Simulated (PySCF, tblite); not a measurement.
Isomers of C3H5OPSi, one GFN2-xTB conformer each. Single-point energies are computed at PBE0/pcSseg-1 (PySCF, gas phase, no added dispersion term), electronic only.

Question: Rank them by PBE0/pcSseg-1 energy, lowest first (kJ/mol).
A. `[SiH3]C1=CP=CO1`
B. `[SiH3]c1cocp1`

Answer: B (0.0), A (8.6).

Neighbours under 10 kJ/mol apart ([SiH3]c1cocp1 and [SiH3]c1cpco1) can change places with a better method, another conformer or zero-point energy. GFN2-xTB itself gives, in the same order: 9.6, 0.0. GFN2-xTB puts [SiH3]c1cpco1 lowest instead.

Q: Which frontier levels, dipoles and rotational constants go with these structures?

A: 
```csv
SMILES,"HOMO (eV, PBE0/pcSseg-1)",LUMO (eV),dipole (D),"A, B, C (MHz)"
[SiH3]c1cocp1,-7.08,-0.98,1.09,"4972, 1737, 1307"
[SiH3]c1cpco1,-6.98,-0.99,1.01,"7044, 1446, 1217"
```

Q: What happens when harmonic zero-point energies from GFN2-xTB frequencies are added?

A: 
```csv
SMILES,ZPE (kJ/mol),electronic (kJ/mol),with ZPE (kJ/mol)
[SiH3]c1cocp1,175.0,0.0,0.0
[SiH3]c1cpco1,174.7,8.6,8.3
```

The zero-point energies span 0.3 kJ/mol. The order is unchanged.
